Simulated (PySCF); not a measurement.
**Simulated absorption spectrum**

Cyclo-(F2SnNMe)3, C₃H₉F₆N₃Sn₃.
Geometry (PBE0-D3(BJ)/def2-SVP, Å), atoms numbered from 1 in this order:
```
atom  x, y, z in Å
Sn1    0.2279   -0.6944   -1.9144
F2     0.2054   -0.0452   -3.7219
F3     0.5149   -2.5849   -2.2296
N4    -1.6295   -0.7331   -1.0379
C5    -2.5411   -1.8591   -1.1602
Sn6   -1.7865    0.8978    0.0834
F7    -3.5174    1.7266    0.2219
F8    -0.2839    1.5509   -1.2021
N9    -0.4358    1.3918    1.4523
C10   -0.6007    1.6012    2.8817
Sn11   1.3935    1.3902    0.5237
F12    2.5619    1.0931    2.0430
F13    1.9504    3.1496   -0.0089
N14    1.7584   -0.1475   -0.7218
C15    2.8276   -1.1013   -0.4288
H16   -2.8263   -2.2831   -0.1829
H17   -3.4608   -1.5984   -1.7095
H18   -2.0343   -2.6644   -1.7138
H19    0.3957    1.6446    3.3474
H20   -1.1428    0.7754    3.3713
H21   -1.1225    2.5452    3.1098
H22    3.3985   -1.3418   -1.3398
H23    2.4598   -2.0485   -0.0005
H24    3.5298   -0.6653    0.2973
```

Theory: TDDFT B3LYP/def2-SVPD, vertical, gas phase, core orbitals frozen in the response, def2 core potentials past Kr in PySCF. Spin–orbit coupling is left out. Note that the optimisation stopped short of convergence; the values belong to its last geometry.

Computed states:

| state | E (eV) | f |
| --- | --- | --- |
| S1 | 2.77 | 0.0071 |
| S2 | 2.79 | 0.017 |
| S3 | 3.52 | 0.010 |
| S4 | 4.23 | 0.0020 |
| S5 | 4.43 | 0.0026 |
| S6 | 4.51 | 0.0085 |
| S7 | 4.66 | 0.0015 |
| S8 | 4.77 | 0.0035 |
| S9 | 4.81 | 0.0087 |
| S10 | 4.99 | 0.011 |

Broadening: Gaussians 0.3 eV wide at half height, area fixed by f = 4.319×10⁻⁹ ∫ε dν̃. The width is an assumption, not a result. The curve ends short of the highest state used, and states not computed would add to its high-energy end.

Task: Give the broadened spectrum and its maxima.

Result: 
(λ (nm), ε (L mol⁻¹ cm⁻¹)): (282.6, 810), (293.5, 307), (304.4, 88), (315.4, 16), (326.3, 90), (337.2, 453), (348.2, 888), (359.1, 787), (370.0, 365), (381.0, 99), (391.9, 41), (402.8, 145), (413.8, 519), (424.7, 1197), (435.6, 1891), (446.6, 2153), (457.5, 1845), (468.4, 1240), (479.4, 671), (490.3, 305), (501.2, 118), (512.2, 40), (523.1, 12), (534.0, 3)

Maxima: 446 nm (2.78 eV), ε about 2200, made up of S1 (30%) and S2 (70%); 352 nm (3.52 eV), ε about 920, made up of S3 (100%) (ε in L mol⁻¹ cm⁻¹; maxima over ε = 5, shares over 10%). At its high-energy end, 4.39 eV, the curve is still rising (ε about 820, from S4, S5 and S6).

Task: On this curve, what absorbance would a 10⁻⁴ mol/L sample give at 365 nm over a 1 cm path?

Result: 365 nm is 3.397 eV, where ε is about 560 L mol⁻¹ cm⁻¹, so A = ε c l ≈ 0.056 (Beer–Lambert, with the gas-phase spectrum and the assumed width).

Task: What would ε be at 2.78 eV, the highest of these maxima, with half the width (0.15 eV)?

Result: About 4290 L mol⁻¹ cm⁻¹ against 2150, a factor of about 1.99; a lone state at its own centre would give exactly 2.

Task: Coming from long wavelengths, where does ε first pass 100 L mol⁻¹ cm⁻¹?

Result: At about 503 nm (2.47 eV), 0.31 eV below S1.

One conformer stands for the species.
